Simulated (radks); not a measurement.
The numbers below are computed, except where a source is named.
Species: Ho3+. Configuration: [Xe] 4f10.

Code: a radial shooting solver on a logarithmic mesh with Libxc functionals. Model: Dirac Kohn-Sham, PBE, spin-unpolarised, spherical densities, point nucleus; open shells are shared between the two j in proportion to 2j + 1; speed of light set to 685.18 atomic units (5 times the physical value, a model run).

Energy parts (eV):
total: -328899.46
kinetic: 329893.88
electron-nucleus: -780861.79
Hartree: 129099.17
exchange-correlation: -7030.71

Orbitals (lengths in bohr, moments of r in powers of bohr; r(max) is where P^2 peaks; r(90%) holds 90 % of the orbital's charge):
| orbital | occ. | eigenvalue (eV) | r(90%) | r(max) | <r> |
|---|---|---|---|---|---|
| 1s1/2 | 2 | -51961.92 | 0.0401 | 0.01494 | 0.02256 |
| 2s1/2 | 2 | -8391.588 | 0.147 | 0.08179 | 0.09578 |
| 2p1/2 | 2 | -8004.192 | 0.131 | 0.06355 | 0.08111 |
| 2p3/2 | 4 | -7974.712 | 0.132 | 0.06377 | 0.08138 |
| 3s1/2 | 2 | -1888.231 | 0.359 | 0.2269 | 0.2461 |
| 3p1/2 | 2 | -1713.780 | 0.352 | 0.2145 | 0.2359 |
| 3p3/2 | 4 | -1707.690 | 0.352 | 0.2150 | 0.2364 |
| 3d3/2 | 4 | -1383.620 | 0.324 | 0.1709 | 0.2089 |
| 3d5/2 | 6 | -1382.070 | 0.324 | 0.1710 | 0.2091 |
| 4s1/2 | 2 | -389.9840 | 0.794 | 0.5156 | 0.5536 |
| 4p1/2 | 2 | -320.3510 | 0.821 | 0.5193 | 0.5651 |
| 4p3/2 | 4 | -319.0012 | 0.823 | 0.5204 | 0.5663 |
| 4d3/2 | 4 | -194.4202 | 0.894 | 0.5236 | 0.5955 |
| 4d5/2 | 6 | -194.1314 | 0.894 | 0.5240 | 0.5959 |
| 4f5/2 | 4.28571 | -39.5054 | 1.28 | 0.5105 | 0.7550 |
| 4f7/2 | 5.71429 | -39.4598 | 1.28 | 0.5106 | 0.7554 |
| 5s1/2 | 2 | -72.1824 | 1.93 | 1.205 | 1.341 |
| 5p1/2 | 2 | -53.1148 | 2.17 | 1.311 | 1.492 |
| 5p3/2 | 4 | -52.9316 | 2.18 | 1.314 | 1.495 |

The highest occupied level is 4f7/2 at -39.460 eV. The density falls to 0.001 e/bohr^3 at r = 3.19 bohr.
